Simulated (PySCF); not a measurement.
CrS(OH) (quartet). Method: PySCF, UPBE, basis Cr def2-SVP, S def2-SVP, O def2-SVP, H def2-SVP (no relativity, density fitting).

Harmonic bands of its minimum:

| ω (cm⁻¹) | IR (km/mol) |
| --- | --- |
| 98 | 7.0 |
| 412 | 86.1 |
| 487 | 17.9 |
| 547 | 142 |
| 756 | 115 |
| 3747 | 180 |

**Question.** The central atom is Cr. Infer the point group and assign the bands.

**Answer.** Cs. The modes span 5a' + a'': 98 a', 412 a'', 487 a', 547 a', 756 a', 3747 a'. The computed geometry has Cr–O 1.756 Å, Cr–S 2.040 Å, O–H 0.974 Å; Cr–O–H 137.0°, O–Cr–S 145.0°.

The determinant is spin-contaminated (⟨S²⟩ = 3.95, pure value 3.75). Only a few start shapes were tried, so a lower isomer may exist. With open d or f shells other occupations or spin states may lie lower.
